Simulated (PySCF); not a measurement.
Working out the excitation energy of Zr⁺

Zr⁺ [Kr] 4d2 5s1 (4F) → Zr⁺ [Kr] 4d2 5p1 (high-spin determinant). All numbers are calculated (PySCF 2.14, scalar relativity through the core potential, in def2-TZVPPD with the def2 core potential (28 electrons)). Frozen: 4s2 4p6. Energies in hartree (1 hartree = 27.21139 eV):

```json
{"part": "UHF", "Zr⁺ (lower)": "-46.253642", "Zr⁺ (upper)": "-46.122568"}
{"part": "CCSD correlation", "Zr⁺ (lower)": "-0.015121", "Zr⁺ (upper)": "-0.015921"}
{"part": "(T)", "Zr⁺ (lower)": "-0.000125", "Zr⁺ (upper)": "-0.000621"}
```

What does Hartree-Fock give?

(-46.122568) − (-46.253642) = 0.131074 hartree = 3.567 eV.

What do CCSD and CCSD(T) give?

The CCSD correlation energies differ by -0.000800 hartree = -0.022 eV and the triples by -0.000496 hartree = -0.013 eV, so CCSD gives 3.545 eV and CCSD(T) 3.532 eV.

One determinant mixes LS terms, so it does not stand for a single term.

The coupled-cluster amplitudes are large, so a single reference is strained.
